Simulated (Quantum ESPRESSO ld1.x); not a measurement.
Results of a calculation; reference values are marked as such.
Task: The aim is neutral gadolinium in [Xe] 4f7 5d1 6s2. This ld1.x (Quantum ESPRESSO 7.5) run was made with `OMP_NUM_THREADS=1 ld1.x < ld1.in > ld1.out`. Can the result be used? Name any fault.

```
 &input
    zed=64.0,
    iswitch=7,
    rel=1,
    dft='BLYP',
    config='[Xe] 4f7 5d1 6s2',
    prefix='ld1',
    max_out_wfc=37,
    file_charge='ld1.rho',
 /
```

Output (excerpt):

```
     Program LD1 v.7.5 starts

 %%%%%%%%%%%%%%%%%%%%%%%%%%%%%%%%%%%%%%%%%%%%%%%%%%%%%%%%%%%%%%%%%%%%%%%%%%%%%%
     Error in routine ld1_readin (1):
     wrong iswitch
 %%%%%%%%%%%%%%%%%%%%%%%%%%%%%%%%%%%%%%%%%%%%%%%%%%%%%%%%%%%%%%%%%%%%%%%%%%%%%%

     stopping ...
```

Result: No (refused). The line at issue: iswitch=7. The program stops in ld1_readin with "wrong iswitch": iswitch takes 1 to 4. The sound input gives -11271.944 hartree.
